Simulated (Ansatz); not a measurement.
A nudged elastic band was laid between two geometries of a periodic cell of 19 atoms, Sr18Ga (surface Sr(111), adsorbate Ga).

The calculation used Ansatz, DFT PBE, scalar-relativistic, plane waves, PAW. Settings: cutoff 420 eV, k mesh 2x2x1, fermi-dirac smearing 0.05 eV, no spin polarisation.

```
movable images  : 3
climbing image  : yes
spring          : 5.0 eV/Å²
optimiser       : quadratic models (default)
start path      : default
force threshold : 0.4 eV/Å
iteration limit : 50
end points      : relaxed
atoms held      : 1 to 6
```

Image 0:

```xyz
19
Lattice="8.5984 0.0000 0.0000 6.4488 11.1697 0.0000 0.0000 0.0000 20.0206" Properties=species:S:1:pos:R:3
Sr 2.150 1.241 1.000
Sr 6.449 1.241 1.000
Sr 4.299 4.964 1.000
Sr 8.598 4.964 1.000
Sr 6.449 8.688 1.000
Sr 10.748 8.688 1.000
Sr 0.069 2.453 4.395
Sr 4.417 2.434 4.422
Sr 2.111 6.222 4.325
Sr 6.425 6.149 4.479
Sr 4.176 9.892 4.340
Sr 8.556 9.911 4.379
Sr -0.305 -0.185 7.574
Sr 3.829 0.190 8.087
Sr 2.334 3.903 7.601
Sr 6.833 3.513 8.116
Sr 4.244 7.445 7.755
Sr 8.558 7.449 7.815
Ga 1.069 1.814 9.428
```

Image 4:

```xyz
19
Lattice="8.5984 0.0000 0.0000 6.4488 11.1697 0.0000 0.0000 0.0000 20.0206" Properties=species:S:1:pos:R:3
Sr 2.150 1.241 1.000
Sr 6.449 1.241 1.000
Sr 4.299 4.964 1.000
Sr 8.598 4.964 1.000
Sr 6.449 8.688 1.000
Sr 10.748 8.688 1.000
Sr -0.024 2.426 4.479
Sr 4.261 2.499 4.325
Sr 2.107 6.188 4.379
Sr 6.326 6.169 4.340
Sr 4.417 9.881 4.422
Sr 8.667 9.900 4.395
Sr 0.384 -0.210 8.116
Sr 4.484 0.180 7.601
Sr 2.110 3.726 7.815
Sr 6.394 3.722 7.755
Sr 3.829 7.636 8.087
Sr 8.293 7.261 7.574
Ga 3.219 -1.909 9.428
```

What changes between the two ends?

Contacts lost: Sr15–Ga19, Sr16–Ga19. Contacts made: Sr17–Ga19, Sr18–Ga19. The atom that moves furthest is Ga19, by 4.30 Å.

Give the energies along the band, and the barrier.

It converged. The highest image is number 2 of 0 to 4, 0.112 eV above the ends, which have the same energy within 2 meV. The threshold of 0.4 eV/Å is loose, so the images may lie well off the minimum-energy path. The order of the stationary point at the top wasn't checked. Limits of this set-up: coarse k mesh, thin slab, slab without dipole correction.

```
image  path coordinate (Å)  energy (eV)  Sr15–Ga19 (Å)  Sr16–Ga19 (Å)  Sr17–Ga19 (Å)
    0                 0.00        0.000           3.05           3.56           6.65
    1                 1.25        0.073           3.16           4.77           6.51
    2                 2.50        0.112           3.98           5.98           5.91
    3                 3.75        0.109           5.07           6.50           4.67
    4                 5.00        0.000           5.86           6.65           3.47
```

What is the geometry of the highest image?


```xyz
19
Lattice="8.5984 0.0000 0.0000 6.4488 11.1697 0.0000 0.0000 0.0000 20.0206" Properties=species:S:1:pos:R:3
Sr 2.150 1.241 1.000
Sr 6.449 1.241 1.000
Sr 4.299 4.964 1.000
Sr 8.598 4.964 1.000
Sr 6.449 8.688 1.000
Sr 10.748 8.688 1.000
Sr -0.001 2.465 4.378
Sr 4.308 2.495 4.353
Sr 2.086 6.168 4.445
Sr 6.417 6.209 4.446
Sr 4.280 9.868 4.344
Sr 8.601 9.912 4.362
Sr -0.135 -0.088 7.638
Sr 4.325 0.038 7.631
Sr 2.128 3.526 7.924
Sr 6.479 3.751 7.832
Sr 4.174 7.392 7.836
Sr 8.538 7.632 7.918
Ga 2.107 -0.062 9.656
```

The run took 2.3 min on 4 threads of Intel(R) Xeon(R) Platinum 8559C (Emerald Rapids), with other jobs on the host, peak memory 5.8 GiB.
